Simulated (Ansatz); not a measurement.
Geometry optimisation, Ansatz 0.2.0, RKS r2SCAN-D4/def2-SVP.

Input:

```yaml
crystal:
  periodic: [false, false, false]
  atoms:
    - { symbol: Ge, position_ang: [0.0, 0.0, 0.0] }
    - { symbol: H, position_ang: [0.0, 0.0, 1.55] }
    - { symbol: H, position_ang: [1.4616, 0.0, -0.5162] }
    - { symbol: H, position_ang: [-0.73, 1.2648, -0.5162] }
    - { symbol: H, position_ang: [-0.73, -1.2648, -0.5162] }
basis:
  gaussian: { orbitals: def2-SVP }
hamiltonian:
  xc: r2scan
  dispersion: d4
relax:
  f_tol: 0.02
  max_steps: 40
output:
  orbitals: {}
```

Command:

```bash
$ ansatz run input.yaml --threads 1 --pin off --max-ram 2048MiB --backend cpu --events-out ev --progress --plain --runs-dir out
```

Task: Where does it end, and by what steps?

Result: The forces met the threshold. After 2 steps the energy has fallen by 0.009 eV; H3 moved furthest, 0.02 Å.

```
step  energy less start (eV)  largest force component (eV/Å)  accepted
   0                  0.0000                           0.287       yes
   1                 -0.0093                           0.029       yes
   2                 -0.0094                           0.000       yes
```

```xyz
5
Properties=species:S:1:pos:R:3
Ge 0.000 0.000 0.000
H 0.000 0.000 1.533
H 1.446 0.000 -0.511
H -0.722 1.252 -0.511
H -0.722 -1.252 -0.511
```

Whether the end is a true minimum wasn't checked by a vibrational analysis.

Run time: 4.9 s on 1 thread of Arm Neoverse V2, on a shared host, peak memory 0.1 GiB.
